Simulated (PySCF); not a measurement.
Fluorochlorobromomethane, CHBrClF.
Z-matrix (Å and degrees, PBE0-D3(BJ)/def2-TZVP geometry), rows numbered from 1:
```
F 
C   1  1.3384
Cl  2  1.7533  1  109.77
Br  2  1.9343  1  109.34  3   122.97
H   2  1.0869  1  109.96  3  -119.65
```

Linear response at PBE0/aug-cc-pVTZ (PySCF, frozen core in the response, non-relativistic). Geometry: PBE0-D3(BJ)/def2-TZVP; no solvent, vibrations or thermal averaging. The PBE0/aug-cc-pVTZ calculation is non-relativistic and has no spin–orbit coupling, an omission that weighs most on bromine.

Static isotropic polarisability: 51.18 au (7.58 Å³), principal values 41.8, 47.1, 64.7 au.

(1) What is the polarisability at 1064 nm and at the sodium D line?

(2) What is the isotropic C6 coefficient between two such molecules, C6 = (3/π)∫α(iω)² dω?

(3) Which effective excitation energy ω̄ makes London's formula C6 = (3/4)α²ω̄ exact here?

(4) What three-body coefficient follows from the one-pole estimate C9 = (3/4)·α·C6?

(5) What molar refraction at the D line follows from R = (4π/3)·N_A·α′, with α′ the polarisability volume?

(6) What does −C6/R⁶ come to at R = 8 Å between centres?

## Answers

(1) 51.60 au at 1064 nm (+0.8 %), 52.60 au at 589.3 nm (+2.8 %). The rise at 589.3 nm is 3.36 times that at 1064 nm; a pure ω² law gives 3.26. The lowest singlet lies at 208 nm, shorter than both wavelengths.

(2) 1078 au (Eh·bohr⁶) by a ten-point quadrature over imaginary frequencies, which is 644 eV·Å⁶ or 62.2 J·nm⁶/mol.

(3) ω̄ = 4·C6/(3α²) = 0.549 Eh = 14.9 eV. A one-pole form α(ω) = α/(1 − ω²/ω̄²) fitted to the 1064 nm value gives 12.8 eV.

(4) 41400 au. This is an estimate from the two numbers above, not a computed integral.

(5) α′ = 7.79 Å³ gives R = 19.66 cm³/mol, for isolated, non-vibrating species.

(6) -240 J/mol. This is the leading, orientation-averaged term; C8 and higher terms are left out.

Time: 50 s wall (with the writing of density and orbital grids); peak memory 0.81 GiB. Hardware: Arm Neoverse N1, one thread, no GPU (shared host). This is the whole response run at PBE0/aug-cc-pVTZ, SCF included.
